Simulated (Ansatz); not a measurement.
The cluster Bi2F6. Charge 0, multiplicity 1. Geometry PBE-D4/def2-SVP; atoms count from 1.

```xyz
8

Bi   -0.934   -1.331   -1.179
Bi    0.658    1.418    0.257
F     1.818    0.756    1.826
F    -0.604    2.543    1.411
F    -0.357   -3.144   -0.377
F     1.053   -0.718   -1.421
F    -0.564   -0.461    0.781
F    -1.070    0.936   -1.298
```

In the def2 sets Bi takes a core potential; there is no spin–orbit coupling. Another isomer (singlet) lies 0.36 eV lower at PBE0-D4/def2-TZVP; other spin states weren't run for this one.

(1) Estimate the Mulliken populations from the PBE0/def2-TZVP orbitals of Ansatz.

(2) And the Mayer bond orders between heavy atoms (over 0.3)?

Results:

(1) 
```csv
atom,charge (e)
Bi1,1.48
Bi2,1.50
F3,-0.50
F4,-0.49
F5,-0.50
F6,-0.49
F7,-0.46
F8,-0.55
```
Mulliken values depend strongly on the basis.

(2) Bi1–F5 0.82 (2.07 Å); Bi1–F6 0.69 (2.09 Å); Bi1–F7 0.51 (2.18 Å); Bi1–F8 0.40 (2.27 Å); Bi2–F3 0.81 (2.06 Å); Bi2–F4 0.83 (2.05 Å); Bi2–F7 0.35 (2.30 Å).
